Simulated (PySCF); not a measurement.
CdI2 (SMILES [I][Cd][I]), singlet, at a GFN2-xTB geometry (such geometries of metal compounds can be far from the true shape) (core potentials on Cd, I), with bond 3-1 at 1.6 times its length; SVWN5/def2-SVP in PySCF.

The PySCF input:
```python
from pyscf import gto, scf, dft

mol = gto.Mole()
mol.atom = '''
    Cd   -0.452711    0.220262    0.313136
    I     0.020976    1.798468   -1.743063
    I     0.894069   -3.328878    2.147267
'''
mol.basis = 'def2-svp'
mol.ecp = {'Cd': 'def2-svp', 'I': 'def2-svp'}
mol.charge = 0
mol.spin = 0
mol.verbose = 4
mol.build()

mf = dft.RKS(mol)
mf.xc = 'lda,vwn'
mf.init_guess = '1e'
mf = mf.newton()
mf.kernel()
mf.analyze()
```

The log (banner, timings and long lists left out):

```
PySCF version 2.14.0

[INPUT] verbose = 4
[INPUT] num. atoms = 3
[INPUT] num. electrons = 70
[INPUT] charge = 0
[INPUT] spin (= nelec alpha-beta = 2S) = 0
[INPUT] symmetry False subgroup None
[INPUT] Mole.unit = angstrom
[INPUT] Symbol           X                Y                Z      unit          X                Y                Z       unit  Magmom
[...]
nuclear repulsion = 214.093820574324
number of shells = 31
number of NR pGTOs = 179
number of NR cGTOs = 83
basis = def2-svp
ecp = {'Cd': 'def2-svp', 'I': 'def2-svp'}

******** <class 'pyscf.soscf.newton_ah.SecondOrderRKS'> ********
method = SecondOrderRKS
initial guess = 1e
damping factor = 0
level_shift factor = 0
DIIS = <class 'pyscf.scf.diis.CDIIS'>
diis_start_cycle = 1
diis_space = 8
diis_damp = 0
SCF conv_tol = 1e-09
SCF conv_tol_grad = None
SCF max_cycles = 50
direct_scf = True
direct_scf_tol = 1e-13
XC library pyscf.dft.libxc version 7.1.2
    S. Lehtola, C. Steigemann, M. J. T. Oliveira, and M. A. L. Marques,  SoftwareX 7, 1–5 (2018)
XC functionals = lda,vwn
    P. A. M. Dirac,  Math. Proc. Cambridge Philos. Soc. 26, 376 (1930)
    F. Bloch,  Z. Phys. 57, 545 (1929)
    S. H. Vosko, L. Wilk, and M. Nusair,  Can. J. Phys. 58, 1200 (1980)
radial grids:
    Treutler-Ahlrichs [JCP 102, 346 (1995); DOI:10.1063/1.469408] (M4) radial grids

becke partition: Becke, JCP 88, 2547 (1988); DOI:10.1063/1.454033
pruning grids: <function nwchem_prune>
grids dens level: 3
symmetrized grids: False
atomic radii adjust function: <function treutler_atomic_radii_adjust>
small_rho_cutoff = 0
******** <class 'pyscf.dft.rks.RKS'> Newton solver flags ********
SCF tol = 1e-09
conv_tol_grad = None
max. SCF cycles = 50
direct_scf = True
direct_scf_tol = 1e-13
max_cycle_inner = 12
max_stepsize = 0.05
ah_start_tol = 1e+09
ah_level_shift = 0
ah_conv_tol = 1e-12
ah_lindep = 1e-14
ah_start_cycle = 1
ah_max_cycle = 40
ah_grad_trust_region = 2.5
kf_interval = 4
kf_trust_region = 5
canonicalization = True
Set conv_tol_grad to 3.16228e-05
Initial guess from hcore.

WARN: HOMO -19.4188318192328 == LUMO -19.4188033240975

tot grids = 66312
[...]
Initial guess E= -566.832072011577  |g|= 7.13504
macro= 0  E= -571.9847067259  delta_E= -5.15263  |g|= 7.31463  3 KF 15 JK
macro= 1  E= -583.711325546089  delta_E= -11.7266  |g|= 13.6457  3 KF 15 JK
macro= 2  E= -614.366215240282  delta_E= -30.6549  |g|= 19.2395  3 KF 15 JK
macro= 3  E= -648.174024558253  delta_E= -33.8078  |g|= 21.101  3 KF 15 JK
macro= 4  E= -676.175299127001  delta_E= -28.0013  |g|= 22.9523  3 KF 15 JK
macro= 5  E= -706.714056506125  delta_E= -30.5388  |g|= 18.9145  3 KF 15 JK
macro= 6  E= -726.496223323133  delta_E= -19.7822  |g|= 15.0294  3 KF 15 JK
macro= 7  E= -742.641011767312  delta_E= -16.1448  |g|= 9.96465  3 KF 15 JK
macro= 8  E= -752.935780329828  delta_E= -10.2948  |g|= 6.09009  3 KF 15 JK
macro= 9  E= -759.620599951729  delta_E= -6.68482  |g|= 1.55888  3 KF 15 JK
macro= 10  E= -761.591909954208  delta_E= -1.97131  |g|= 0.945379  3 KF 15 JK
macro= 11  E= -762.002161088831  delta_E= -0.410251  |g|= 0.230307  3 KF 17 JK
macro= 12  E= -762.034099529671  delta_E= -0.0319384  |g|= 0.0351055  3 KF 21 JK
macro= 13  E= -762.035918160823  delta_E= -0.00181863  |g|= 0.00385785  4 KF 27 JK
macro= 14  E= -762.03595564888  delta_E= -3.74881e-05  |g|= 0.000156912  4 KF 33 JK
macro= 15  E= -762.035955665979  delta_E= -1.70994e-08  |g|= 1.3629e-05  2 KF 15 JK
macro= 16  E= -762.035955665978  delta_E= 1.59162e-12  |g|= 1.1069e-05  1 KF 2 JK
Canonicalize SCF orbitals
macro X = 17  E=-762.035955665978  |g|= 1.1069e-05  total 51 KF 298 JK

WARN: HOMO -0.21280056011762746 > LUMO -0.21529373867291318 was found in the canonicalized orbitals.

converged SCF energy = -762.035955665978
**** SCF Summaries ****
Total Energy =                        -762.035955665977781
Nuclear Repulsion Energy =             214.093820574323615
One-electron Energy =                -1759.259702336107694
Two-electron Energy =                  783.129926095806240
Two-electron Coulomb Energy =          841.777915119671093
DFT Exchange-Correlation Energy =      -58.647989023864859
HOMO-LUMO gap [eV] =                     1.169784612433460
**** MO energy ****
[...]
Dipole moment(X, Y, Z, Debye): -2.03655,  3.68409, -1.16527
```
